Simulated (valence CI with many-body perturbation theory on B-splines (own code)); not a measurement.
## Nd XX: what the settings do

Calculated by valence CI with perturbative core correlation (CI+MBPT): five valence electrons over a frozen Dirac-Fock core [Kr], a basis of 6 s, 6 p, 5 d, 5 f, 1 g functions for each j, with the one-electron correlation potential Σ1, the two-electron term Σ2, the three-electron term Σ3, Breit, model QED; selected CI, second order for the rest, scaled by the run's own slope (own B-spline code, finite nucleus).

No measured spectrum was set against this ion. As an estimate, terms of the open shell hold to 2 to 4 % of their energy, and close levels can change places. Among the levels kept, up to 410 cm⁻¹ of a level comes from second order outside the variational space, and about a tenth of that is noise between levels of different J, which matters for small intervals. Only levels of the ground parity were solved; by the run's estimate the other parity begins above the list, which can be wrong where configurations are misplaced.

The reference run has the lowest level (4d3/2^4 4d5/2) J=5/2 [a] and an ionisation energy of 562.247 eV. Its largest variational space holds 9990 state functions.

Levels are named by their leading jj configuration (3d3/2^4 stands for four electrons in 3d with j = 3/2), which in mixed levels can hold well under half, so a name can repeat and another be missing. Letters in brackets count levels of one name in rising energy.

Changed runs:
A. scale of Σ1 1 → 0.9; highest l with Σ1, explicit Σ2 and valence Breit (higher l get mean screening factors) 3 → 1
B. cutoff of virtual states (hartree) 7200 → 3840; shift of the energy in Σ1 (hartree) 0 → -9.6
C. cutoff of virtual states (hartree) 7200 → 32000
D. box radius (bohr) 7.4664 → 0.91 (bad on purpose)

Excitation energies of the reference run in cm⁻¹, and shifts in cm⁻¹:

| Level | Reference | A | C |
| --- | --- | --- | --- |
| (4d3/2^4 4d5/2) J=5/2 [b] | 36028 | +482 | -0.1 |
| (4d3/2^3 4d5/2^2) J=7/2 [a] | 55292 | +580 | +0.1 |
| (4d3/2^3 4d5/2^2) J=3/2 | 57678 | -729 | +0.1 |
| (4d3/2^3 4d5/2^2) J=11/2 | 59273 | +1347 | +0.1 |
| (4d3/2^3 4d5/2^2) J=5/2 [a] | 63592 | -87 | +0.1 |
| (4d3/2^3 4d5/2^2) J=9/2 | 63712 | +786 | +0.1 |
| (4d3/2^3 4d5/2^2) J=1/2 | 69199 | -1378 | +0.1 |
| (4d3/2^3 4d5/2^2) J=7/2 [b] | 79292 | -347 | +0.2 |
| (4d3/2^3 4d5/2^2) J=5/2 [b] | 83721 | -714 | +0.2 |
| (4d3/2^2 4d5/2^3) J=7/2 [a] | 91201 | -360 | +0.2 |
| (4d3/2^2 4d5/2^3) J=11/2 | 92342 | +1674 | +0.3 |
| (4d3/2^2 4d5/2^3) J=1/2 | 95982 | -1734 | +0.3 |
| Ionisation energy (eV) | 562.247 | +1.130 | +5.6e-05 |

Run B ends with another lowest level, (4d3/2^4 4d5/2) J=5/2 [a], and an ionisation energy of 550.999 eV.

Run D: It gave no result. The program said: "need at least one array to concatenate".
